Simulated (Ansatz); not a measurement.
Program: Ansatz. Geometries: PBE0-D4/def2-TZVP. ΔE: electronic, gas phase. CCSD(T)/CBS is the MP2 limit (def2-TZVPP, def2-QZVPP) plus CCSD(T) − MP2 in def2-TZVPP, frozen cores. Functionals use def2-TZVPP. One conformer a species, not always the lowest.

Consider the redistribution: `[SiH3][SiH]1C=N1` + `N=[CH][AlH][CH2][SiH3]` → `N=C[SiH]1C=N1` + `[SiH3][CH2][AlH][SiH3]`.

(1) Is it downhill or uphill in electronic energy at CCSD(T)/CBS, and by how much? (An estimate is asked.)

(2) What do these levels give: PBE-D4, PBE, PBE0, SCS-MP2/def2-TZVPP, HF/def2-QZVPP, SCS-MP2/def2-QZVPP? (Estimate.)

Largest T1 diagnostic among the species: 0.017.

Answers

(1) The calculation gave: Nearly level: ΔE = +0.8 kJ/mol.

(2) The calculation gave: PBE-D4 -3.0, PBE -3.1, PBE0 -3.8, SCS-MP2/def2-TZVPP 1.6, HF/def2-QZVPP -6.8, SCS-MP2/def2-QZVPP 2.1 kJ/mol.

In def2-TZVPP, CCSD(T) changes the Hartree–Fock value by +7.3 kJ/mol (the triples alone add +1.9 kJ/mol) and MP2 by +9.9 kJ/mol.
